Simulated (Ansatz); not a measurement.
Basis-set extrapolation for `C[C](C)(C)[AlH2]` (PBE0-D4/def2-TZVP geometry, frozen core, the Gaussian-basis code of Ansatz). Multiplicity 1, RHF reference.

|  | def2-TZVPP | def2-QZVPP |
| --- | --- | --- |
| HF | -399.834764 | -399.849489 |
| MP2 correlation | -0.798697 | -0.848295 |
| CCSD(T) correlation | -0.892682 | not run |

Energies in hartree. Use E(X) = E(∞) + A·exp(−7.88·√X) for Hartree–Fock and E(X) = E(∞) + B·X^(−2.97) for correlation, with X = 3 and 4, and add CCSD(T) minus MP2 of the smaller set to the MP2 limit.

Task: What is the CCSD(T) energy at the basis-set limit?

Result: HF limit: -399.849489 + (-0.014725) × 0.13774 = -399.85152. MP2 limit: -0.848295 + (-0.049598) × 0.74074 = -0.88503. Higher-order term: -0.892682 − (-0.798697) = -0.09398. Total: -400.83053 hartree, 270.6 kJ/mol below CCSD(T)/def2-TZVPP.
